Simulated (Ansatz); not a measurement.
`C=[CH][Sn]([F])([F])[F]` and `[F][Sn]([F])([F])[O][SiH3]` differ in one atom or group.

Ansatz, PBE0-D4/def2-TZVP geometries, multiplicity 1. Each molecule was computed in one conformer, which needn't be the lowest.

Elements past krypton have def2 core potentials.

| property | `C=[CH][Sn]([F])([F])[F]` |
| --- | --- |
| HOMO–LUMO gap (PBE0/def2-TZVPP) / eV | 7.68 |
| HOMO–LUMO gap (B3LYP/def2-TZVPP) / eV | 7.06 |
| HOMO energy (B3LYP/def2-TZVPP) / eV | -9.24 |
| LUMO energy (B3LYP/def2-TZVPP) / eV | -2.18 |
| size of the dipole moment (PBE/def2-TZVPP) / D | 4.74 |
| HOMO energy (PBE/def2-TZVPP) / eV | -8.29 |

Problem. Give the same properties after the change, and the shifts. (An estimate is asked.)

Solution. Computed: 
| property | `[F][Sn]([F])([F])[O][SiH3]` | shift |
| --- | --- | --- |
| HOMO–LUMO gap (PBE0/def2-TZVPP) / eV | 6.44 | -1.24 |
| HOMO–LUMO gap (B3LYP/def2-TZVPP) / eV | 5.87 | -1.19 |
| HOMO energy (B3LYP/def2-TZVPP) / eV | -9.33 | -0.09 |
| LUMO energy (B3LYP/def2-TZVPP) / eV | -3.47 | -1.29 |
| size of the dipole moment (PBE/def2-TZVPP) / D | 1.95 | -2.79 |
| HOMO energy (PBE/def2-TZVPP) / eV | -8.05 | 0.24 |

With PBE0 the HOMO falls by 0.05 eV and the LUMO falls by 1.29 eV, so the gap narrows by about 1.24 eV. PBE moves the HOMO by 0.24 eV and ωB97M-V by -0.07 eV. Dipoles are sizes alone; their direction can turn.

B3LYP here is the variant with VWN-RPA as its local correlation; programs differ in this.
